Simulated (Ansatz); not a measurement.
Ansatz (a program for electronic structure) input (B3LYP-D3(BJ)/def2-TZVP):

Ansatz 0.2 input:
```yaml
crystal:
  periodic: [false, false, false]
  atoms:
    - {symbol: C, position_ang: [2.54786863, -0.09261633, -0.07433043]}
    - {symbol: C, position_ang: [1.22217097, 0.63933127, -0.19578281]}
    - {symbol: C, position_ang: [0.03410187, -0.35160941, 0.15232691]}
    - {symbol: C, position_ang: [-1.29645358, 0.47869780, -0.08208114]}
    - {symbol: C, position_ang: [-2.50264011, -0.41439287, 0.15304298]}
    - {symbol: O, position_ang: [0.12209919, -0.90536835, 1.32629975]}
    - {symbol: H, position_ang: [2.66099004, -0.81389238, -0.88423788]}
    - {symbol: H, position_ang: [2.52829222, -0.63785216, 0.86783039]}
    - {symbol: H, position_ang: [3.40559943, 0.58693502, -0.08816753]}
    - {symbol: H, position_ang: [1.09630362, 1.05708111, -1.20250996]}
    - {symbol: H, position_ang: [1.19473462, 1.46065017, 0.52624549]}
    - {symbol: H, position_ang: [0.04275505, -1.10843678, -0.72553016]}
    - {symbol: H, position_ang: [-1.30894792, 1.30069894, 0.63949885]}
    - {symbol: H, position_ang: [-1.31526613, 0.90348123, -1.09347269]}
    - {symbol: H, position_ang: [-2.32896087, -0.94867094, 1.08570950]}
    - {symbol: H, position_ang: [-3.43721167, 0.15086143, 0.22175928]}
    - {symbol: H, position_ang: [-2.59644377, -1.14773104, -0.64845125]}
basis:
  gaussian:
    orbitals: def2-TZVP
hamiltonian:
  xc: b3lyp
  dispersion: d3bj
total_charge: -1
relax: {f_tol: 0.002, max_steps: 150}
```

Output:

```
Functional definition: B3LYP
integrals: 0.19 GiB planned
1535 factors; their error is unknown
0.35 GiB of the device are held for the grids
1.45 GiB of device memory are held for the factors and their scratch space
mean field: 1.46 GiB planned
mean field evaluation 1: about -7403.5627 eV, gradient 7.0e1 eV
mean field evaluation 2: about -7348.0970 eV, gradient 1.6e2 eV
mean field evaluation 4: about -7414.7067 eV, gradient 7.1e0 eV
mean field evaluation 8: about -7414.8015 eV, gradient 2.9e-1 eV
mean field evaluation 16: about -7414.7669 eV, gradient 1.0e-2 eV
mean field -7414.76690146 eV, -272.4876577191 hartree, gradient 3.1e-5 eV, S^2 0.000000; 0 other end points of the search recorded, 0 dependent functions left out
the calculation of the forces begins
reference -7414.76722185 eV, -272.4876694932 hartree; 25, 25 occupied and 227, 227 virtual orbitals, 1535 factors
relax step   1: F+E_penalty+E_count = -7415.33879353 eV  Δ(F+E_penalty+E_count) = +0.000e0 eV  max|allowed force component| = 1.135e0 eV/Å  Δτ_max = 0.0000 Å  (31 SCF iters, accepted)
these checks for a lower state are left out or cut short: starts, cluster_reference, orbital_swaps, neighbouring_geometries, increment
integrals: 0.19 GiB planned
1535 factors; their error is unknown
0.35 GiB of the device are held for the grids
1.45 GiB of device memory are held for the factors and their scratch space
mean field: 1.46 GiB planned
mean field -7414.79626701 eV, -272.4887368834 hartree, gradient 2.3e-5 eV, S^2 0.000000; 0 other end points of the search recorded, 0 dependent functions left out
the calculation of the forces begins
reference -7414.79658893 eV, -272.4887487136 hartree; 25, 25 occupied and 227, 227 virtual orbitals, 1535 factors
relax step   2: F+E_penalty+E_count = -7415.36481448 eV  Δ(F+E_penalty+E_count) = -2.602e-2 eV  max|allowed force component| = 7.323e-1 eV/Å  Δτ_max = 0.0519 Å  (32 SCF iters, accepted)
these checks for a lower state are left out or cut short: starts, cluster_reference, orbital_swaps, neighbouring_geometries, increment
integrals: 0.19 GiB planned
1535 factors; their error is unknown
0.35 GiB of the device are held for the grids
1.45 GiB of device memory are held for the factors and their scratch space
mean field: 1.46 GiB planned
mean field evaluation 32: about -7414.8058 eV, gradient 9.9e-3 eV
mean field -7414.80579653 eV, -272.4890870867 hartree, gradient 2.4e-5 eV, S^2 0.000000; 0 other end points of the search recorded, 0 dependent functions left out
the calculation of the forces begins
reference -7414.80611819 eV, -272.4890989074 hartree; 25, 25 occupied and 227, 227 virtual orbitals, 1535 factors
relax step   3: F+E_penalty+E_count = -7415.37595826 eV  Δ(F+E_penalty+E_count) = -1.114e-2 eV  max|allowed force component| = 3.018e-1 eV/Å  Δτ_max = 0.0159 Å  (31 SCF iters, accepted)
these checks for a lower state are left out or cut short: starts, cluster_reference, orbital_swaps, neighbouring_geometries, increment
integrals: 0.19 GiB planned
1535 factors; their error is unknown
0.35 GiB of the device are held for the grids
1.45 GiB of device memory are held for the factors and their scratch space
mean field: 1.46 GiB planned
mean field -7414.80753039 eV, -272.4891508048 hartree, gradient 2.4e-5 eV, S^2 0.000000; 0 other end points of the search recorded, 0 dependent functions left out
the calculation of the forces begins
reference -7414.80785189 eV, -272.4891626197 hartree; 25, 25 occupied and 227, 227 virtual orbitals, 1535 factors
relax step   4: F+E_penalty+E_count = -7415.37875546 eV  Δ(F+E_penalty+E_count) = -2.797e-3 eV  max|allowed force component| = 5.756e-2 eV/Å  Δτ_max = 0.0142 Å  (32 SCF iters, accepted)
these checks for a lower state are left out or cut short: starts, cluster_reference, orbital_swaps, neighbouring_geometries, increment
integrals: 0.19 GiB planned
1535 factors; their error is unknown
0.35 GiB of the device are held for the grids
1.45 GiB of device memory are held for the factors and their scratch space
mean field: 1.46 GiB planned
mean field -7414.80814376 eV, -272.4891733456 hartree, gradient 2.4e-5 eV, S^2 0.000000; 0 other end points of the search recorded, 0 dependent functions left out
the calculation of the forces begins
reference -7414.80846550 eV, -272.4891851693 hartree; 25, 25 occupied and 227, 227 virtual orbitals, 1535 factors
relax step   5: F+E_penalty+E_count = -7415.37907604 eV  Δ(F+E_penalty+E_count) = -3.206e-4 eV  max|allowed force component| = 3.569e-2 eV/Å  Δτ_max = 0.0109 Å  (33 SCF iters, accepted)
these checks for a lower state are left out or cut short: starts, cluster_reference, orbital_swaps, neighbouring_geometries, increment
integrals: 0.19 GiB planned
1535 factors; their error is unknown
0.35 GiB of the device are held for the grids
1.45 GiB of device memory are held for the factors and their scratch space
mean field: 1.46 GiB planned
mean field -7414.80817070 eV, -272.4891743358 hartree, gradient 2.4e-5 eV, S^2 0.000000; 0 other end points of the search recorded, 0 dependent functions left out
the calculation of the forces begins
reference -7414.80849245 eV, -272.4891861598 hartree; 25, 25 occupied and 227, 227 virtual orbitals, 1535 factors
relax step   6: F+E_penalty+E_count = -7415.37931004 eV  Δ(F+E_penalty+E_count) = -2.340e-4 eV  max|allowed force component| = 1.254e-2 eV/Å  Δτ_max = 0.0079 Å  (32 SCF iters, accepted)
these checks for a lower state are left out or cut short: starts, cluster_reference, orbital_swaps, neighbouring_geometries, increment
integrals: 0.19 GiB planned
1535 factors; their error is unknown
0.35 GiB of the device are held for the grids
1.45 GiB of device memory are held for the factors and their scratch space
mean field: 1.46 GiB planned
mean field -7414.80816659 eV, -272.4891741847 hartree, gradient 2.4e-5 eV, S^2 0.000000; 0 other end points of the search recorded, 0 dependent functions left out
the calculation of the forces begins
reference -7414.80848832 eV, -272.4891860079 hartree; 25, 25 occupied and 227, 227 virtual orbitals, 1535 factors
relax step   7: F+E_penalty+E_count = -7415.37932922 eV  Δ(F+E_penalty+E_count) = -1.918e-5 eV  max|allowed force component| = 8.213e-4 eV/Å  Δτ_max = 0.0019 Å  (32 SCF iters, accepted)
integrals: 0.19 GiB planned
1535 factors; their error is unknown
0.35 GiB of the device are held for the grids
1.45 GiB of device memory are held for the factors and their scratch space
mean field: 1.46 GiB planned
mean field evaluation 64: about -7414.8408 eV, gradient 5.0e-4 eV
mean field -7414.80816659 eV, -272.4891741847 hartree, gradient 2.4e-5 eV, S^2 0.000000; 1 other end points of the search recorded, 0 dependent functions left out
the calculation of the forces begins
reference -7414.80848832 eV, -272.4891860079 hartree; 25, 25 occupied and 227, 227 virtual orbitals, 1535 factors
Total energy: -7415.37965094 eV, -272.5101758473 hartree
Atom 0 at     2.553886    -0.097812    -0.067884 Å, force     0.000645     0.000421     0.000372 eV/Å
Atom 1 at     1.222763     0.632552    -0.193754 Å, force    -0.000539    -0.000263     0.000677 eV/Å
Atom 2 at     0.030648    -0.325407     0.115480 Å, force     0.000032     0.000101     0.000205 eV/Å
Atom 3 at    -1.296101     0.472031    -0.080175 Å, force     0.000621    -0.000162     0.000629 eV/Å
Atom 4 at    -2.507283    -0.420373     0.160275 Å, force    -0.000659     0.000347     0.000440 eV/Å
Atom 5 at     0.121418    -0.904880     1.309506 Å, force    -0.000101     0.000658    -0.000821 eV/Å
Atom 6 at     2.657856    -0.851561    -0.856926 Å, force    -0.000344    -0.000473    -0.000119 eV/Å
Atom 7 at     2.559323    -0.618328     0.892134 Å, force    -0.000328    -0.000225    -0.000136 eV/Å
Atom 8 at     3.418351     0.573720    -0.128102 Å, force     0.000114     0.000173    -0.000132 eV/Å
Atom 9 at     1.118456     1.079341    -1.194788 Å, force    -0.000145     0.000241    -0.000643 eV/Å
Atom 10 at     1.183182     1.447391     0.541436 Å, force     0.000201    -0.000253     0.000147 eV/Å
Atom 11 at     0.037831    -1.059987    -0.763243 Å, force     0.000058    -0.000080     0.000273 eV/Å
Atom 12 at    -1.294343     1.289472     0.653186 Å, force    -0.000158    -0.000254     0.000178 eV/Å
Atom 13 at    -1.339370     0.922751    -1.083941 Å, force     0.000050     0.000242    -0.000653 eV/Å
Atom 14 at    -2.360630    -0.931969     1.113880 Å, force     0.000301    -0.000193    -0.000156 eV/Å
Atom 15 at    -3.451748     0.135872     0.181696 Å, force    -0.000141     0.000156    -0.000123 eV/Å
Atom 16 at    -2.585248    -1.185646    -0.620630 Å, force     0.000393    -0.000437    -0.000138 eV/Å
Dipole moment:    -0.054549     0.459890    -0.559872 e Å
```

It need not be the lowest isomer of its formula. Whether it binds its extra electron was not tested at this geometry.
